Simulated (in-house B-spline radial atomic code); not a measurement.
Mg²⁺: [He] 2s2 2p6

Computed with an all-electron radial atomic-structure program (B-spline basis): non-relativistic LC-wPBE, spin-polarised, spherical fractional occupations, exact exchange averaged over the configuration, point nucleus.

Effective charges: Z_r = [3n² - l(l+1)]/(2<r>) from the radius, Z_e = n√(-2ε) from the energy, and Slater's rules. Values are occupation-weighted means over spin.

```csv
shell,electrons,ε (eV),<r> (bohr),Z_r,Z_e,Slater
1s,2,-1284,0.1309,11.46,9.71,11.70
2s,2,-105.85,0.6975,8.60,5.58,7.85
2p,6,-72.578,0.684,7.31,4.62,7.85
```

The least bound orbital is 2p at -72.58 eV, while the most diffuse is 2s (<r> = 0.6975 bohr against 0.684 bohr): energy order and size order differ.
